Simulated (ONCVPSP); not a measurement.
**Which change was made? (Ir, ONCV)**

- Element: Ir (Z = 77)
- Generator: ONCVPSP 4.0.1
- Type: optimised norm-conserving Vanderbilt (ONCV)
- Functional: BLYP
- Relativity: scalar-relativistic
- Frozen core: [Kr] 4d10 4f14
- Valence charge: 17
- Reference configuration: 5s2 5p6 5d7 6s1.75 (charge +0.25)
- Partial waves: 5s+6s: rc 1.70 bohr, ncon 4, nbas 8, qcut 7.5 1/bohr, 3 projectors, debl 3.4 Ha; 5p: rc 1.15 bohr, ncon 4, nbas 9, qcut 8.6 1/bohr, 1 projector; 5d: rc 2.00 bohr, ncon 4, nbas 8, qcut 7.1 1/bohr, 2 projectors, debl 3.8 Ha
- Local potential: polynomial inside 1.10 bohr (lpopt 5, dvloc0 1 Ha)
- Core correction: Teter function, fcfact 3.25, rcfact 1.05

Cutoffs, loose and tight: the cutoffs (Ha) at which the residual kinetic energy of the hardest occupied pseudo-wave falls to 1 and 0.1 mHa per electron. They do not see the model core or the augmentation charge, which bear on the density cutoff. Test errors are all-electron minus pseudo excitation energies from the reference, over the configurations 5s2 5p6 5d7 6s2; 5s2 5p6 5d7 6s1; 5s2 5p6 5d7 6s0; 5s2 5p6 5d5 6s0; variants that change the core or the reference have their own tests.

The base gives: outcome: generated; cutoff, loose: 35 Ha; cutoff, tight: 127 Ha; bound ghosts: none; GHOST(+) flags above zero: s; largest test error (meV): -22.

**Question.** After one change the result is: outcome: generated; cutoff, loose: 31 Ha; cutoff, tight: 38 Ha; bound ghosts: none; GHOST(+) flags above zero: s, d; largest test error (meV): -14. Which change was it?
A. all radii but the core radius scaled by about 1.29 (s 2.20, p 1.48, d 2.58 bohr); local potential polynomial inside 1.42 bohr (lpopt 5, dvloc0 1 Ha)
B. all radii but the core radius scaled by about 0.79 (s 1.34, p 0.92, d 1.58 bohr); local potential polynomial inside 0.88 bohr (lpopt 5, dvloc0 1 Ha)
C. all radii but the core radius scaled by about 1.14 (s 1.94, p 1.32, d 2.28 bohr); local potential polynomial inside 1.26 bohr (lpopt 5, dvloc0 1 Ha)

**Answer.** C. The others give: all radii but the core radius scaled by about 1.29 (s 2.20, p 1.48, d 2.58 bohr); local potential polynomial inside 1.42 bohr (lpopt 5, dvloc0 1 Ha) → outcome: generated; cutoff, loose: 27 Ha; cutoff, tight: 32 Ha; bound ghosts: none; GHOST(+) flags above zero: s; largest test error (meV): +20 | all radii but the core radius scaled by about 0.79 (s 1.34, p 0.92, d 1.58 bohr); local potential polynomial inside 0.88 bohr (lpopt 5, dvloc0 1 Ha) → outcome: generated; cutoff, loose: 134 Ha; cutoff, tight: 321 Ha; bound ghosts: none; GHOST(+) flags above zero: s; largest test error (meV): -19.
